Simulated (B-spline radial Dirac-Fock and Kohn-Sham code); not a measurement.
**Neutral platinum: differential elastic cross section for electrons at 3.92 keV**

These are calculated numbers from an atomic code on a B-spline grid; the model is relativistic (Dirac) partial waves in the static field of the Dirac-Fock atom with Furness-McCarthy exchange, without polarisation or absorption potentials.

```
θ (°)  dσ/dΩ (a₀²/sr)  Sherman function
    5            41.7             0.000
   10            6.89            -0.001
   15            2.15            -0.003
   20           0.966            -0.002
   25           0.512             0.006
   30           0.312             0.017
   35           0.209             0.026
   40           0.148             0.026
   45           0.109             0.011
   50          0.0830            -0.018
   55          0.0663            -0.054
   60          0.0555            -0.083
   65          0.0485            -0.092
   70          0.0438            -0.077
   75          0.0403            -0.039
   80          0.0372             0.013
   85          0.0340             0.071
   90          0.0304             0.129
   95          0.0263             0.182
  100          0.0220             0.223
  105          0.0179             0.241
  110          0.0144             0.212
  115          0.0123             0.108
  120          0.0122            -0.053
  125          0.0147            -0.184
  130          0.0200            -0.232
  135          0.0283            -0.221
  140          0.0393            -0.190
  145          0.0526            -0.155
  150          0.0674            -0.124
  155          0.0827            -0.096
  160          0.0974            -0.072
  165           0.110            -0.052
  170           0.120            -0.033
  175           0.127            -0.016
```

The total elastic cross section is 4.78 a₀², the first transport cross section 0.570 a₀² and the second, weighted with (3/2) sin²θ, 0.668 a₀². The mean deflection is ⟨1 − cos θ⟩ = 0.119, and 4.4 % of the collisions scatter beyond 90°.

On this grid of angles the cross section has a minimum near 120°.
